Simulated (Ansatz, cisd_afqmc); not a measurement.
Species: KF, charge 0, singlet. KF (SMILES [F][K]).
B3LYP-D3(BJ)/def2-TZVP minimum from Ansatz (a program for electronic structure):
```xyz
2

K      0.0000     0.0000    -0.7078
F      0.0000     0.0000     1.4942
```

Total energies in def2-TZVPP, 8 correlated electrons, 10 frozen orbitals. Open shells are spin-unrestricted; no spin-orbit coupling. Cores are frozen in correlated methods (noble-gas shells, and filled d and f shells in the p block). No relativity. The Monte Carlo rows (phaseless AFQMC, CISD trial, step 0.005/hartree) carry one-sigma bars that omit the constraint's bias. Outlying blocks are dropped, and bars are widened where a walk drifts. Over all cases where full CI ran beside it in this data, AFQMC minus full CI had a median of +0.1 mEh and passed +0.4 mEh in a tenth of the cases.

```csv
method,program,energy (Eh),minus CCSDTQ (mEh)
HF,Ansatz,-698.67356,279.87
MP2,Ansatz,-698.94915,4.28
CCSD,Ansatz,-698.94611,7.32
CCSD(T),Ansatz,-698.95312,0.31
CCSDT(Q),Ansatz,-698.95348,-0.05
CCSDTQ,Ansatz,-698.95343,0.00
AFQMC/CISD,cisd_afqmc,-698.9531 ± 0.0003,0.3 ± 0.3
```

Rough core times of Ansatz's runs on a shared machine: CCSD(T) under 20 s, CCSDT(Q) 20 s, CCSDTQ 10 min.
